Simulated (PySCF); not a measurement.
# Working out the ionisation energy of O⁺

O⁺ [He] 2s2 2p3 (4S) → O²⁺ [He] 2s2 2p2 (3P). Calculation: PySCF 2.14, in aug-cc-pwCVQZ (9s8p6d4f2g, 109 functions); the non-relativistic Hamiltonian (point nucleus). Frozen: nothing. Energies in hartree (1 hartree = 27.21139 eV):

```csv
part,O⁺ (lower),O²⁺ (upper)
UHF,-74.375768,-73.105216
MP2 opposite-spin,-0.127270,-0.118693
MP2 same-spin,-0.038451,-0.020391
```

Task: What does Hartree-Fock give?

Result: (-73.105216) − (-74.375768) = 1.270552 hartree = 34.573 eV.

Task: What do MP2 and SCS-MP2 (6/5 opposite-spin, 1/3 same-spin) give?

Result: The opposite-spin parts differ by 0.233 eV and the same-spin parts by 0.491 eV. MP2: 34.573 + (0.233) + (0.491) = 35.297 eV. SCS-MP2: 34.573 + 1.2 × (0.233) + (0.491)/3 = 35.016 eV.

A first-order spin-orbit estimate adds -0.027 eV to MP2 (valence and next inner shell), giving 35.270 eV against 35.121 eV (measured; NIST Atomic Spectra Database, ionization energies).

What remains against the reference includes basis incompleteness and correlation beyond second order.
